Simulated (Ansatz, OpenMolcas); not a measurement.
**A ladder of methods for BI3 (boron triiodide)**

BI3 has 4 atoms, charge 0, and is taken as a singlet. SMILES: `IB(I)I`. Geometry: relaxed at PBE0-D4/def2-TZVP.

```xyz
4

I    -1.3085   -0.2952    1.6156
B     0.0139   -0.0151   -0.0051
I     1.8768   -1.0063   -0.0303
I    -0.5265    1.2563   -1.6005
```

Quantity: the vertical energy of the triplet above the singlet, in eV. The values are calculated.

```
                            level                    kind     program  value (eV)  CPU time (all runs)
     HF/def2-SVP (core potential)            Hartree–Fock      Ansatz        3.72                 78 s
 revPBE/def2-SVP (core potential)                     GGA      Ansatz        3.08                 42 s
   TPSS/def2-SVP (core potential)                meta-GGA  OpenMolcas        3.10                 73 s
wB97M-V/def2-SVP (core potential)  range-separated hybrid      Ansatz        3.84              4.8 min
 B2PLYP/def2-SVP (core potential)           double hybrid      Ansatz        3.59                 56 s
RPA@PBE/def2-SVP (core potential)                     RPA      Ansatz        3.30                 79 s
BCCD(T)/def2-SVP (core potential)   coupled cluster or CI      Ansatz        3.81              8.9 min
CCSD(T)/def2-SVP (core potential)   coupled cluster or CI      Ansatz        3.84              6.5 min
```

Spin-orbit coupling, which can split open shells on such heavy atoms by tenths of an eV, is left out. The values span 3.08 to 3.84 eV. The coupled-cluster rows rest on a doubtful reference here (large T1 or Brueckner and Hartree–Fock orbitals at odds), and rows may lie in different states. In the correlated wave-function rows the outer d shell of I is correlated, in sets not made for it. CPU times are rough (shared hosts, several kinds of processor): they show what a rung costs within a factor of a few.
